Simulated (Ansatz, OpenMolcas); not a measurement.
How basis sets differ on AsH2 (SMILES [AsH2])

AsH2, doublet, SMILES `[AsH2]`. Each level relaxes the structure for itself.

Quantity: the highest harmonic wavenumber at each level's own minimum, in cm⁻¹. The values are calculated.

```json
{"level": "UHF/STO-3G", "kind": "Hartree–Fock", "program": "Ansatz", "value (cm⁻¹)": "2671"}
{"level": "UHF/3-21G", "kind": "Hartree–Fock", "program": "Ansatz", "value (cm⁻¹)": "2146"}
{"level": "UHF/6-31G* (Cartesian functions)", "kind": "Hartree–Fock", "program": "Ansatz", "value (cm⁻¹)": "2329"}
{"level": "UHF/cc-pVTZ", "kind": "Hartree–Fock", "program": "OpenMolcas", "value (cm⁻¹)": "2306"}
```

All-electron rows without a relativistic Hamiltonian named are non-relativistic. Harmonic and unscaled. The values span 2146 to 2671 cm⁻¹.
